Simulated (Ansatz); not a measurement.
Frontier orbitals of CH5NSSi (`SC1N[SiH2]1`).

Total charge 0; spin multiplicity 1. The structure was optimised at the PBE0-D4/def2-TZVP level. It is one conformer, not always the lowest. Basis def2-TZVPP, Ansatz.

```csv
functional,HOMO (eV),LUMO (eV),gap (eV)
LDA (SPW92),-5.85,-1.45,4.40
PBE,-5.70,-1.26,4.44
revPBE,-5.65,-1.18,4.47
B97M-V,-6.03,-1.11,4.92
PBE0,-6.93,-0.42,6.51
r2SCANh,-6.40,-0.68,5.72
r2SCAN0,-7.09,-0.25,6.84
HSE06 (plane-wave form),-6.53,-0.80,5.73
ωB97M-V,-9.14,1.29,10.43
```

Against PBE, PBE0 changes HOMO and LUMO by −1.23 and +0.83 eV, ωB97M-V by −3.44 and +2.55 eV. A gap of 4.45 eV thus becomes 10.43 eV for the same molecule, so an orbital gap means little without its functional. A positive LUMO is unbound and depends on the basis.
